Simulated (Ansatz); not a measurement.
System: CdSe, net charge 0, singlet state. 
Coordinates optimised at B3LYP-D3(BJ)/def2-TZVP (Ansatz, a first-principles code):
```xyz
2

Cd     0.0000     0.0000    -0.9919
Se     0.0000     0.0000     1.4003
```

Total electronic energies in hartree. Valence correlation only, unless marked. No spin-orbit coupling. The frozen core is the preceding noble-gas configuration, with the filled d and f shells of earlier blocks. Past Kr the def2 sets carry scalar-relativistic core potentials. STO-3G rows are all-electron and non-relativistic. CBS(X,Y): correlation extrapolated as X^-3; Hartree-Fock from the larger set. The bracket is a focal-point correction in the basis named.

The Hartree-Fock reference is unstable (checked in the largest basis), which strains HF and MP2. 

```
level                                                              program  energy (Eh)
----------------------------------------------------------  --------------  -----------
HF/def2-TZVPP                                                       Ansatz  -2566.69112
HF/def2-TZVPPD                                                      Ansatz  -2566.69202
HF/def2-QZVPP                                                       Ansatz  -2566.74123
RI-HF/def2-TZVPP                                                    Ansatz  -2566.69108
RI-HF/def2-QZVPPD                                                   Ansatz  -2566.74144
SVWN5/def2-TZVPD                                                    Ansatz  -2565.61326
r2SCAN/def2-TZVPD                                                   Ansatz  -2569.34619
PBE0/def2-SVP                                                       Ansatz  -2568.67494
BHLYP-D3(BJ)/def2-TZVPD                                     Ansatz + dftd3  -2569.20111
HSE06-D3(BJ)/def2-TZVPD                                     Ansatz + dftd3  -2569.01540
LC-wPBE-D4/def2-TZVPD                                       Ansatz + dftd4  -2568.97355
LC-wPBE/def2-TZVPD                                                  Ansatz  -2568.97135
wB97M-V/def2-TZVPD                                                  Ansatz  -2569.10052
RPA@PBE/def2-TZVPP                                                  Ansatz  -2567.46689
MP2/def2-SVP                                                        Ansatz  -2566.74891
MP2/def2-QZVPP                                                      Ansatz  -2567.38650
MP2/CBS(def2-TZVPP,def2-QZVPP)                                      Ansatz   -2567.4255
SCS-MP2/def2-SVPD                                                   Ansatz  -2566.72416
CCSD/STO-3G                                                         Ansatz  -7785.16884
CCSD(T)/def2-SVPD                                                   Ansatz  -2566.77601
CCSD(T)/def2-TZVPP                                                  Ansatz  -2567.28555
RI-MP2/CBS(def2-TZVPP,def2-QZVPP)+[CCSD(T)-MP2]/def2-QZVPP          Ansatz   -2567.4253
CCSD(T)/CBS(def2-TZVPPD,def2-QZVPPD)                                Ansatz   -2567.4238
```

Totals of different functionals don't rank their quality; only differences between species are comparable.
